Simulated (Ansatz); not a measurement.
Relaxation of CH₉GeNSn (13 atoms, charge 0, multiplicity 1), to a largest force component of 0.015 eV/Å in at most 40 steps.

Theory: RKS PBE-D4/def2-SVP in Ansatz 0.2.0.

```xyz
13
Properties=species:S:1:pos:R:3:forces:R:3
C -1.254 0.156 1.353 -1.84 1.78 -1.14
Ge 0.103 -1.035 0.815 0.88 -0.95 0.87
N 1.454 -0.102 -0.044 0.80 0.94 1.31
Sn 0.841 0.534 -1.860 -1.73 0.57 -1.10
H -0.874 0.988 1.969 0.16 0.02 0.22
H -1.752 0.676 0.435 0.62 -0.76 1.12
H -2.059 -0.349 1.905 -0.24 -0.14 0.23
H -0.430 -2.090 -0.148 -0.08 -0.33 -0.31
H 0.669 -1.709 2.126 0.02 0.04 -0.33
H 1.669 0.756 0.561 -0.09 -1.15 -0.81
H 0.088 -0.845 -2.699 0.38 0.41 0.31
H 2.093 1.232 -2.770 0.35 0.14 -0.14
H -0.528 1.755 -1.627 0.78 -0.57 -0.22
```

**Question.** Where does it end, and by what steps?

**Answer.** The run converged. After 10 steps the energy has fallen by 0.417 eV; H13 moved furthest, 0.49 Å. Parted: Ge2–Sn4.

| step | energy less start (eV) | largest force component (eV/Å) | accepted |
| --- | --- | --- | --- |
| 0 | 0.0000 | 1.845 | yes |
| 1 | -0.2599 | 1.239 | yes |
| 2 | -0.3816 | 0.443 | yes |
| 3 | -0.3202 | 0.837 | no |
| 4 | -0.4103 | 0.125 | yes |
| 5 | -0.4161 | 0.040 | yes |
| 6 | -0.3591 | 0.827 | no |
| 7 | -0.4170 | 0.019 | yes |
| 8 | -0.4172 | 0.019 | yes |
| 9 | -0.4173 | 0.018 | yes |
| 10 | -0.4174 | 0.007 | yes |

```xyz
13
Properties=species:S:1:pos:R:3
C -1.432 0.136 1.545
Ge 0.050 -0.993 0.895
N 1.279 -0.091 -0.168
Sn 0.849 0.622 -2.058
H -1.041 0.976 2.152
H -2.000 0.554 0.690
H -2.127 -0.459 2.172
H -0.516 -2.137 0.006
H 0.835 -1.579 2.106
H 1.867 0.560 0.367
H 0.259 -0.737 -2.942
H 2.340 1.222 -2.693
H -0.342 1.891 -2.058
```

Whether the end is a true minimum wasn't checked by a vibrational analysis.

Run time: 31 s on 2 threads of Intel(R) Xeon(R) CPU @ 2.60GHz (Ice Lake), with other jobs on the host, peak memory 0.21 GiB.
